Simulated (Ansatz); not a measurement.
The first iterations of a band of CH4 + CH6OSi (14 atoms, charge 0, multiplicity 1).

Level of theory: Ansatz 0.2.0, RKS PBE0/def2-mTZVP.

- movable images: 9
- climbing image: yes
- spring: 5.0 eV/Å²
- optimiser: quadratic models (default)
- start path: through a guess of the saddle point
- force threshold: 0.05 eV/Å
- iteration limit: 60
- end points: relaxed

Initial state:

```xyz
14
Properties=species:S:1:pos:R:3
Si -1.725 0.146 0.251
O -0.597 1.199 0.865
H -1.759 0.234 -1.240
H -3.025 0.615 0.796
C -1.407 -1.627 0.750
H 2.193 1.914 -0.798
C 2.446 0.856 -0.889
H 0.284 1.164 0.478
H -2.196 -2.284 0.371
H -0.456 -1.995 0.353
H -1.378 -1.733 1.837
H 2.557 0.410 0.101
H 3.392 0.765 -1.424
H 1.670 0.335 -1.451
```

Final state:

```xyz
14
Properties=species:S:1:pos:R:3
Si -0.585 -0.301 -0.895
O 0.424 1.785 1.744
H -1.242 -0.894 -2.099
H -1.232 1.034 -0.681
C -0.896 -1.380 0.607
H -0.273 2.147 1.185
C 1.245 -0.048 -1.218
H 0.552 2.447 2.431
H -1.965 -1.521 0.786
H -0.448 -2.370 0.487
H -0.462 -0.917 1.496
H 1.755 -1.000 -1.391
H 1.713 0.436 -0.358
H 1.414 0.582 -2.094
```

| iteration | highest image above the first end (eV) | largest band force component (eV/Å) |
| --- | --- | --- |
| 1 | 11.824 | 58.594 |
| 2 | 3.159 | 3.859 |
| 3 | 3.187 | 2.254 |
| 4 | 3.160 | 1.646 |
| 5 | 3.052 | 1.539 |
| 6 | 2.853 | 1.643 |

**Question.** Does the band converge within its limit, and where does its top end?

**Answer.** The run converged. It ended after 19 iterations with the highest image 3.092 eV above the first end. Neighbouring images differ by up to 2.4 eV, so the band resolves the path poorly. A vibrational analysis at the climbing image gives 2 clearly imaginary modes (1399i, 80i cm⁻¹): a point of higher order, so a lower path passes nearby. The orbitals stay closed-shell, which can raise the energy where a bond breaks towards radicals; this wasn't checked here.

Run time: 7.2 min on 2 threads of Arm Neoverse V2, with other jobs on the host, peak memory 0.27 GiB.
